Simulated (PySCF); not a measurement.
# C$_{4}$H$_{10}$O$_{2}$S: calculation and literature

Geometry:
| atom | x (Å) | y (Å) | z (Å) |
| --- | --- | --- | --- |
| C1 | -1.696 | 1.053 | -0.247 |
| C2 | -0.632 | 0.113 | 0.299 |
| C3 | -0.880 | -1.334 | -0.081 |
| S4 | 0.952 | 0.698 | -0.319 |
| C5 | 2.158 | -0.352 | 0.445 |
| O6 | 1.156 | 2.027 | 0.194 |
| O7 | 1.001 | 0.462 | -1.739 |
| H8 | -1.487 | 2.088 | 0.021 |
| H9 | -1.749 | 0.977 | -1.335 |
| H10 | -2.667 | 0.773 | 0.165 |
| H11 | -0.556 | 0.229 | 1.385 |
| H12 | -0.831 | -1.456 | -1.165 |
| H13 | -0.164 | -2.016 | 0.379 |
| H14 | -1.877 | -1.630 | 0.252 |
| H15 | 2.059 | -0.295 | 1.529 |
| H16 | 3.121 | 0.057 | 0.139 |
| H17 | 2.053 | -1.372 | 0.083 |

Measured values that the calculation should reproduce: δ ¹³C C2 53.5; C1/C3 15.2; δ ¹H H11 3.13; H8/H9/H10/H12/H13/H14 1.41 ppm (measured; solution, not stated per compound (mostly CDCl3 or CCl4); Pretsch, Buehlmann, Badertscher, Structure Determination of Organic Compounds, 4th ed. (2009)).

- shieldings: GIAO KT3/pcSseg-2
- structure optimised with PBE0-D3(BJ)/def2-TZVP
- code: PySCF
- in vacuum, fast rotation and ring inversion assumed for equivalent nuclei, single conformer, non-relativistic

Question: What does the calculation give, and how does it compare?

Answer: 
Reference values: measured (solution, not stated per compound (mostly CDCl3 or CCl4); Pretsch, Buehlmann, Badertscher, Structure Determination of Organic Compounds, 4th ed. (2009)).
```tsv
atoms	quantity	reference	computed	computed, scaled
C2	δ ¹³C	53.5	58.9	57.2
C1/C3	δ ¹³C	15.2	17.2	13.6
H11	δ ¹H	3.13	2.89	2.86
H8/H9/H10/H12/H13/H14	δ ¹H	1.41	1.29	1.30
```

Computed shifts are σ(ref) − σ with the named reference compound (TMS for H and C) calculated as an isolated molecule at the same level. The measured values may be among those fitted. Expected solution values come from regression of measured δ (H and C: mostly CDCl3, vs TMS) on computed σ: ¹³C: δ = 187.13 − 1.045σ (rms 3.1 ppm, 688 shifts, 3.1 ppm with the 1 outlier that the fit left out); ¹H: δ = 30.90 − 0.976σ (rms 0.16 ppm, 403 shifts, 0.17 ppm with the 5 outliers that the fit left out). Occasional misses reach two or three times the rms, and more in compound classes unlike the fitted ones.

Question: How far are the unscaled ¹³C shifts from the references?

Answer: Mean signed difference +3.70 ppm, mean absolute 3.70 ppm over 2 comparisons; the largest is +5.4 ppm at C2 (sp3 CH bonded to S).

Question: How far are the unscaled ¹H shifts from the references?

Answer: Mean signed difference -0.18 ppm, mean absolute 0.18 ppm over 2 comparisons; the largest is -0.24 ppm at H11 (hydrogen on an sp3 CH bonded to S).
